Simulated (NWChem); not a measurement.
Molecule: InNH$_{2}$BrF; SMILES [NH2][In]([F])[Br]

```xyz
6

In     0.0066     0.6616     0.0189
F     -1.7588     1.4968    -0.0411
Br     0.0018    -1.8001    -0.0096
N      1.6348     1.8415    -0.1074
H      2.4910     1.4413     0.2689
H      1.5104     2.7802     0.2654
```
Atoms are numbered in this order, from 1.

Computed with NWChem. The geometry was optimised at PBE0/def2-SVP. def2 effective core potentials on In; no spin-orbit coupling. Level r2SCAN/def2-SVP: energy and gradient on several grids; changes count from the extra-fine grid, which is no exact limit either.

### Question
Which is the coarsest grid (xcoarse; xfine; fine; coarse; medium) from which on the energy stays within 500 μHa and each gradient component within 500 μHa/bohr of xfine?

### Answer
medium.
```
grid     size of the energy change (μHa)  largest change of a gradient component (μHa/bohr)  time, medium = 1 (rough)
-------  -------------------------------  -------------------------------------------------  ------------------------
xcoarse                             8000                                              10000                   about 1
coarse                               600                                                900                   about 1
medium                               200                                                200                   about 1
fine                                  30                                               < 30                   about 1
xfine                               < 10                                               < 30                         2
```
